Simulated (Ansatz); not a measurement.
Ansatz (an electronic-structure program) input (B3LYP-D3(BJ)/def2-TZVP):

Ansatz 0.2 input:
```yaml
crystal:
  periodic: [false, false, false]
  atoms:
    - {symbol: Si, position_ang: [-0.57598719, -0.17910840, -0.03097584]}
    - {symbol: Ge, position_ang: [1.50541141, 0.15553454, -0.93494438]}
    - {symbol: H, position_ang: [-1.23755426, -0.02065894, 1.27649271]}
    - {symbol: H, position_ang: [-1.71493991, -0.69540637, -0.81782449]}
    - {symbol: H, position_ang: [2.01670766, 0.64893181, 0.51699090]}
basis:
  gaussian:
    orbitals: def2-TZVP
hamiltonian:
  xc: b3lyp
  dispersion: d3bj
magnetization: {spin_polarized: true, initial_magnetization: 1}
relax: {f_tol: 0.002, max_steps: 150}
```

End of the output:

```
these checks for a lower state are left out or cut short: starts, cluster_reference, orbital_swaps, neighbouring_geometries, increment
integrals: 0.03 GiB planned
782 factors; their error is unknown
mean field: 0.45 GiB planned
mean field -64444.84889385 eV, -2368.3045145616 hartree, gradient 4.7e-5 eV, S^2 0.753893; 0 other end points of the search recorded, 0 dependent functions left out
the calculation of the forces begins
reference -64444.84911520 eV, -2368.3045226959 hartree; 25, 24 occupied and 78, 79 virtual orbitals, 782 factors
relax step   6: F+E_penalty+E_count = -64445.04408803 eV  Δ(F+E_penalty+E_count) = -3.232e-4 eV  max|allowed force component| = 2.154e-3 eV/Å  Δτ_max = 0.0168 Å  (32 SCF iters, accepted)
these checks for a lower state are left out or cut short: starts, cluster_reference, orbital_swaps, neighbouring_geometries, increment
integrals: 0.03 GiB planned
782 factors; their error is unknown
mean field: 0.45 GiB planned
mean field -64444.84891576 eV, -2368.3045153666 hartree, gradient 1.5e-5 eV, S^2 0.753892; 0 other end points of the search recorded, 0 dependent functions left out
the calculation of the forces begins
reference -64444.84913712 eV, -2368.3045235015 hartree; 25, 24 occupied and 78, 79 virtual orbitals, 782 factors
relax step   7: F+E_penalty+E_count = -64445.04409219 eV  Δ(F+E_penalty+E_count) = -4.167e-6 eV  max|allowed force component| = 2.905e-4 eV/Å  Δτ_max = 0.0021 Å  (30 SCF iters, accepted)
integrals: 0.03 GiB planned
782 factors; their error is unknown
mean field: 0.45 GiB planned
mean field evaluation 64: about -64444.8489 eV, gradient 9.6e-2 eV
mean field -64444.84891576 eV, -2368.3045153666 hartree, gradient 1.5e-5 eV, S^2 0.753892; 3 other end points of the search recorded, 0 dependent functions left out
the calculation of the forces begins
reference -64444.84913712 eV, -2368.3045235015 hartree; 25, 24 occupied and 78, 79 virtual orbitals, 782 factors
Total energy: -64445.04431356 eV, -2368.3116961033 hartree
Atom 0 at    -0.623149    -0.200149    -0.053724 Å, force     0.000064     0.000066    -0.000192 eV/Å
Atom 1 at     1.550099     0.162492    -0.928142 Å, force     0.000037    -0.000153     0.000097 eV/Å
Atom 2 at    -1.145830     0.012204     1.323695 Å, force    -0.000167    -0.000114     0.000290 eV/Å
Atom 3 at    -1.757096    -0.714226    -0.868762 Å, force    -0.000005     0.000056    -0.000062 eV/Å
Atom 4 at     1.969614     0.648972     0.536672 Å, force     0.000070     0.000145    -0.000134 eV/Å
Dipole moment:    -0.142081    -0.032263     0.023711 e Å
```

It need not be the lowest isomer of its formula.
